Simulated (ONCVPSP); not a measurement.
Before and after: ONCV potential for Mo

| Item | Value |
| --- | --- |
| Element | Mo |
| Generator | ONCVPSP 4.0.1 |
| Type | optimised norm-conserving Vanderbilt (ONCV) |
| Functional | PBEsol |
| Relativity | fully relativistic |
| Frozen core | [Ar] 3d10 |
| Valence charge | 14 |
| Reference configuration | 4s2 4p6 4d5 5s1 |
| Partial waves | 4s+5s: rc 1.80 bohr, ncon 5, nbas 9, qcut 6 1/bohr, 2 projectors; 4p: rc 1.30 bohr, ncon 3, nbas 6, qcut 6.4 1/bohr, 2 projectors, debl 2.1 Ha; 4d: rc 1.80 bohr, ncon 4, nbas 8, qcut 5.6 1/bohr, 2 projectors, debl 0.4 Ha |
| Local potential | polynomial inside 0.90 bohr (lpopt 5, dvloc0 3 Ha) |
| Core correction | Teter function, fcfact 3.75, rcfact 1.7 |

Open shells are filled in proportion to 2j + 1.

Change: s: qcut 7.7; p: qcut 8.2; d: qcut 7.2.

Cutoffs: the cutoffs (Ha) at which the residual kinetic energy of the hardest occupied pseudo-wave falls to 1 and 0.1 mHa per electron; they do not see the model core or the augmentation charge, which bear on the density cutoff. Errors are all-electron minus pseudo energies relative to the spin-unpolarised reference configuration.

Predict the effect on cutoff, ghosts and configuration errors.

The potential gets neither clearly harder nor softer (24 Ha and 70 Ha → 27 Ha and 33 Ha); the p channel sets the loose cutoff, while the largest relative change is in s, which becomes harder; of the 4 tests that both files solve, the error grows in 0 and shrinks in 2 by more than 15 % and 0.3 meV (median size 0.7 → 0.5 meV); neither file shows a bound ghost.

| quantity | base | changed |
| --- | --- | --- |
| cutoff, loose | 24 Ha | 27 Ha |
| cutoff, tight | 70 Ha | 33 Ha |
| loose cutoff by channel | s 16 Ha, p 24 Ha, d 17 Ha | s 21 Ha, p 27 Ha, d 19 Ha |
| bound ghosts | none | none |
| GHOST(+) flags under 300 eV | s at 88.1 eV | s at 113.7 eV |
| error for 4s2 4p6 4d5 5s0, meV [ΔE 6.91 eV] | -1.1 | -0.7 |
| error for 4s2 4p6 4d4 5s0, meV [ΔE 22.36 eV] | 0.0 | +0.3 |
| error for 4s2 4p6 4d3 5s0, meV [ΔE 49.08 eV] | +7.7 | +3.2 |
| error for 4s2 4p6 4d4 5s1, meV [ΔE 8.08 eV] | -0.3 | -0.3 |
| s: phases at 1.83 bohr within 0.05 rad from the reference energy up to (Ha; the scan ends near 5) | 3.0 | 4.0 |
| p3/2: phases at 1.32 bohr within 0.05 rad from the reference energy up to (Ha; the scan ends near 5) | to the end of the scan | to the end of the scan |
| p1/2: phases at 1.32 bohr within 0.05 rad from the reference energy up to (Ha; the scan ends near 5) | to the end of the scan | to the end of the scan |
| d5/2: phases at 1.83 bohr within 0.05 rad from the reference energy up to (Ha; the scan ends near 5) | to the end of the scan | to the end of the scan |
| d3/2: phases at 1.83 bohr within 0.05 rad from the reference energy up to (Ha; the scan ends near 5) | to the end of the scan | to the end of the scan |
| rms error of d²Exc/dni dnj with the model core, mHa | 2.42 | 2.52 |
